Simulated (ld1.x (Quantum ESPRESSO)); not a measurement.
Ranking TM potentials for H (Z = 1)

All share these settings but for the change named:

| Item | Value |
| --- | --- |
| Element | hydrogen |
| Generator | ld1.x (Quantum ESPRESSO) 7.5 |
| Type | norm-conserving Troullier–Martins (Kleinman–Bylander form) |
| Functional | PBEsol |
| Relativity | scalar-relativistic |
| Frozen core | none |
| Valence charge | 1 |
| Reference configuration | 1s1 |
| Partial waves | 2p channel at -0.1 Ry: rc 1.00 bohr; 1s (bound): rc 1.15 bohr |
| Local potential | the s channel |
| Core correction | none |

Cutoff: the first of the cutoffs (Ry, on a coarse ladder) from which the occupation-weighted sum of valence levels, in a spherical-Bessel basis at the reference potential, stays within 10 and 1 mRy of its value at 400 Ry; the density cutoff is not measured.

The base gives 21 Ry.

Of 6 variants that were run, those that failed, showed a ghost or another fault, or gave nearly equal values are left out.

A variant can come out equal or close to the base.

Task: Rank these variants from softest to hardest (loose cutoff).
A. wave 1s (bound): rc 1.15 bohr becomes 1s (bound): rc 1.54 bohr
B. wave 1s (bound): rc 1.15 bohr becomes 1s (bound): rc 0.80 bohr
C. wave 1s (bound): rc 1.15 bohr becomes 1s (bound): rc 1.20 bohr
D. wave 1s (bound): rc 1.15 bohr becomes 1s (bound): rc 1.02 bohr
E. wave 1s (bound): rc 1.15 bohr becomes 1s (bound): rc 1.70 bohr

Result: E (15 Ry), A (18 Ry), C (21 Ry), D (25 Ry), B (30 Ry).
